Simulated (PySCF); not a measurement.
Mapped SMILES: `[CH:1]#[C:2][P@:3](=[O:4])([OH:5])[C:6](=[CH2:7])[CH3:8]`. Each H is labelled by its parent atom. Ha(C7) is cis to P3; Hb(C7) is trans to P3.

Level of theory: PBE0/pcSseg-1 with gauge-including orbitals, geometry from GFN2-xTB, in PySCF (non-relativistic Hamiltonian, averaged over atoms made equivalent by symmetry, fast rotation or ring inversion, single conformer, no solvent model).

δ = σ(ref) − σ, references computed at the same level: TMS for ¹³C (σref 186.93) and ¹H (σref 31.72); ³¹P (σref 318.38) vs H3PO4; H2O for ¹⁷O (σref 336.08).

```tsv
atoms	nucleus	count	δ (ppm)
H(C8)	¹H	3	2.21
H(C1)	¹H	1	2.34
Ha(C7)	¹H	1	6.25
P3	³¹P	1	6.6
Hb(C7)	¹H	1	?
O4	¹⁷O	1	?
C6	¹³C	1	149.8
H(O5)	¹H	1	2.75
O5	¹⁷O	1	?
C2	¹³C	1	?
C1	¹³C	1	96.3
C8	¹³C	1	18.1
C7	¹³C	1	132.0
```

Fill in the missing shifts.

## Answers


- C2: 81.7 ppm, alkyne carbon; the triple bond shields along its axis, which puts it between sp3 and sp2 carbons
- Hb(C7): 6.03 ppm, hydrogen on a terminal =CH2 carbon; attached to an sp2 carbon and in the plane of the double bond
- O4: 166.0 ppm, P=O oxygen
- O5: 121.2 ppm, oxygen bonded to P, H

Exchangeable OH/NH protons stand at their gas-phase positions; hydrogen bonding in a real sample shifts them, mostly to higher δ. Shifts are as computed. Against solution values, carbons near 30 ppm lie about +3 ppm off and those near 130 ppm about +5 ppm. Of 1211 compounds with measured shifts, 218 miss one by over three times the rms of a fit or turn the order of signals round; such compounds aren't used in these exercises. Experimental scales use liquid or dissolved standards, which lie at an offset from isolated H2O (liquid H2O: subtract about 36 ppm) and H3PO4.
